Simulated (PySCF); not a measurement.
Members of one series of related molecules.

All values: PBE0/pcSseg-1 (PySCF) at GFN2-xTB geometries, gas phase, one conformer each.

Task: Rank by the lowest Hirshfeld charge on any atom, lowest value first.
A. `C[C@@H]1[SiH2]C=C1C#CCN`
B. `[C@@H]1(C)C(C#CC#N)=C[SiH2]1`
C. `[SiH2]1C=C([C@@H]1C)C#CC=O`
D. `C[C@@H]1[SiH2]C=C1C#CC1CC1`
E. `C/N=C/C#CC1=C[SiH2][C@H]1C`

Result: A (-0.235 e), C (-0.217 e), B (-0.187 e), D (-0.148 e), E (-0.135 e).

Task: Rank by HOMO energy, lowest first.
A. `C/N=C/C#CC1=C[SiH2][C@H]1C`
B. `C[C@@H]1[SiH2]C=C1C#CC1CC1`
C. `C[C@@H]1[SiH2]C=C1C#CC=O`
D. `CC#CC1=C[SiH2][C@H]1C`
E. `CC(=O)C#CC1=C[SiH2][C@H]1C`
F. `C#CC1[C@@H](C)[SiH2]C=1`

Result: C (-7.57 eV), E (-7.43 eV), F (-7.12 eV), A (-6.86 eV), D (-6.73 eV), B (-6.54 eV).

Task: Rank by the lowest IAO charge on any atom, lowest value first.
A. `C=C(C)C#CC1=C[SiH2][C@@H]1C`
B. `CC(=O)C#CC1=C[SiH2][C@H]1C`
C. `C[C@@H]1[SiH2]C=C1C#CCN`
D. `C[C@@H]1[SiH2]C=C1C#CC[SiH3]`

Result: C (-0.562 e), D (-0.546 e), B (-0.471 e), A (-0.421 e).

All values together:

| SMILES | change | formula | μ (D) | HOMO (eV) | LUMO (eV) | lowest IAO charge (e) | highest IAO charge (e) | lowest Hirshfeld charge (e) | highest Hirshfeld charge (e) |
| --- | --- | --- | --- | --- | --- | --- | --- | --- | --- |
| C#CC1=C[SiH2][C@@H]1C | parent | C6H8Si | 0.35 | -7.12 | -1.15 | -0.415 (C) | +0.733 (Si) | -0.138 (C) | +0.342 (Si) |
| C[C@@H]1[SiH2]C=C1C#CC[SiH3] | H on C replaced by CH2SiH3 | C7H12Si2 | 1.27 | -6.63 | -0.90 | -0.546 (C) | +0.730 (Si) | -0.148 (C) | +0.334 (Si) |
| C[C@@H]1[SiH2]C=C1C#CCN | H on C replaced by CH2NH2 | C7H11NSi | 0.48 | -6.84 | -0.97 | -0.562 (N) | +0.730 (Si) | -0.235 (N) | +0.337 (Si) |
| C[C@@H]1[SiH2]C=C1C#CC=O | H on C replaced by CHO | C7H8OSi | 3.82 | -7.57 | -2.57 | -0.416 (C) | +0.737 (Si) | -0.217 (O) | +0.352 (Si) |
| C=C(C)C#CC1=C[SiH2][C@@H]1C | H on C replaced by isopropenyl | C9H12Si | 0.63 | -6.52 | -1.50 | -0.421 (C) | +0.730 (Si) | -0.143 (C) | +0.338 (Si) |
| C[C@@H]1[SiH2]C=C1C#CCF | H on C replaced by CH2F | C7H9FSi | 1.43 | -7.04 | -1.16 | -0.419 (C) | +0.735 (Si) | -0.141 (C) | +0.342 (Si) |
| C[C@@H]1[SiH2]C=C1C#CC1CC1 | H on C replaced by cPr | C9H12Si | 1.55 | -6.54 | -0.89 | -0.429 (C) | +0.729 (Si) | -0.148 (C) | +0.334 (Si) |
| C[C@H]1[SiH2]C=C1C#CC#N | H on C replaced by CN | C7H7NSi | 5.31 | -7.68 | -2.43 | -0.416 (C) | +0.743 (Si) | -0.187 (N) | +0.357 (Si) |
| CC#CC1=C[SiH2][C@H]1C | H on C replaced by CH3 | C7H10Si | 1.27 | -6.73 | -0.86 | -0.435 (C) | +0.729 (Si) | -0.147 (C) | +0.335 (Si) |
| C/N=C/C#CC1=C[SiH2][C@H]1C | H on C replaced by CH=NMe | C8H11NSi | 0.98 | -6.86 | -1.91 | -0.415 (C) | +0.732 (Si) | -0.135 (N/C) | +0.342 (Si) |
| C[C@H]1[SiH2]C=C1C#CC(F)F | H on C replaced by CHF2 | C7H8F2Si | 2.65 | -7.49 | -1.68 | -0.416 (C) | +0.737 (Si) | -0.129 (C) | +0.349 (Si) |
| CC(=O)C#CC1=C[SiH2][C@H]1C | H on C replaced by COCH3 | C8H10OSi | 3.43 | -7.43 | -2.28 | -0.471 (C) | +0.735 (Si) | -0.228 (O) | +0.349 (Si) |

Conformers: `[CH3:1][C@@H:2]1[SiH2:3][CH:4]=[C:5]1[C:6]#[C:7][CH2:8][NH2:9]` with C7–C8–N9–H 59° and -59°.

Task: Give the shifts from the parent, `C#CC1=C[SiH2][C@@H]1C`.

Result: 
```
                      SMILES  change in μ (D)  change in HOMO (eV)  change in LUMO (eV)
C[C@@H]1[SiH2]C=C1C#CC[SiH3]            +0.92                +0.49                +0.25
     C[C@@H]1[SiH2]C=C1C#CCN            +0.13                +0.28                +0.18
    C[C@@H]1[SiH2]C=C1C#CC=O            +3.47                -0.45                -1.42
 C=C(C)C#CC1=C[SiH2][C@@H]1C            +0.28                +0.60                -0.35
     C[C@@H]1[SiH2]C=C1C#CCF            +1.08                +0.08                -0.01
  C[C@@H]1[SiH2]C=C1C#CC1CC1            +1.20                +0.58                +0.26
     C[C@H]1[SiH2]C=C1C#CC#N            +4.96                -0.56                -1.28
       CC#CC1=C[SiH2][C@H]1C            +0.92                +0.39                +0.29
  C/N=C/C#CC1=C[SiH2][C@H]1C            +0.63                +0.26                -0.76
   C[C@H]1[SiH2]C=C1C#CC(F)F            +2.30                -0.37                -0.53
  CC(=O)C#CC1=C[SiH2][C@H]1C            +3.08                -0.31                -1.13
```
